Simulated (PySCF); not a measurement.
C₂H₇AlO (SMILES C[O][AlH][CH3]), singlet, at a GFN2-xTB geometry (such geometries of metal compounds can be far from the true shape); PBE0/6-31G, polarisability in PySCF.

Here is a job for PySCF.
```python
from pyscf import gto, scf, dft
from pyscf.prop import polarizability

mol = gto.M(
    atom='''
Al   -0.537485    0.520755    0.380482
H    -2.048435    0.620966    0.616850
C     0.762295    1.871223    1.057546
H     1.501327    1.429876    1.734443
H     0.266985    2.676165    1.604962
H     1.333831    2.337132    0.247945
O    -0.114477   -0.816681   -0.487025
C     0.222823   -1.957066   -1.223050
H     0.135717   -1.750324   -2.292498
H     1.250610   -2.254978   -1.002738
H    -0.447621   -2.780149   -0.966004
''',
    basis='6-31g',
    charge=0,
    spin=0,
    verbose=3,
)

mf = dft.RKS(mol)
mf.xc = 'pbe0'
mf.kernel()
alpha = mf.Polarizability().polarizability()[2, 2]
print('alpha_zz =', alpha)
```

The log (banner, timings and long lists left out):

```
site-packages/pyscf/prop/efg/rhf.py:45: UserWarning: Module EFG is under testing
  warnings.warn('Module EFG is under testing')
site-packages/pyscf/prop/efg/dhf.py:30: UserWarning: Module EFG is under testing
  warnings.warn('Module EFG is under testing')
site-packages/pyscf/prop/zfs/uhf.py:40: UserWarning: Module ZFS is under testing
  warnings.warn('Module ZFS is under testing')
site-packages/pyscf/prop/gtensor/uhf.py:43: UserWarning: Module g-tensor is under testing
  warnings.warn('Module g-tensor is under testing')
site-packages/pyscf/prop/gtensor/uks.py:41: UserWarning: Module g-tensor is under testing
  warnings.warn('Module g-tensor is under testing')
site-packages/pyscf/prop/hfc/uks.py:35: UserWarning: Module HFC is under testing
  warnings.warn('Module HFC is under testing')
site-packages/pyscf/prop/magnetizability/rhf.py:39: UserWarning: Module magnetizability is under testing
  warnings.warn('Module magnetizability is under testing')
site-packages/pyscf/prop/magnetizability/uhf.py:37: UserWarning: Module magnetizability is under testing
  warnings.warn('Module magnetizability is under testing')
site-packages/pyscf/prop/magnetizability/rks.py:37: UserWarning: Module magnetizability is under testing
  warnings.warn('Module magnetizability is under testing')
site-packages/pyscf/prop/magnetizability/uks.py:39: UserWarning: Module magnetizability is under testing
  warnings.warn('Module magnetizability is under testing')
site-packages/pyscf/prop/polarizability/uhf.py:34: UserWarning: Module polarizability is under testing
  warnings.warn('Module polarizability is under testing')
site-packages/pyscf/prop/polarizability/rks.py:29: UserWarning: Module polarizability is under testing
  warnings.warn('Module polarizability is under testing')
site-packages/pyscf/prop/polarizability/uks.py:29: UserWarning: Module polarizability is under testing
  warnings.warn('Module polarizability is under testing')
converged SCF energy = -397.731411364984
alpha_zz = 41.765417209614085
```
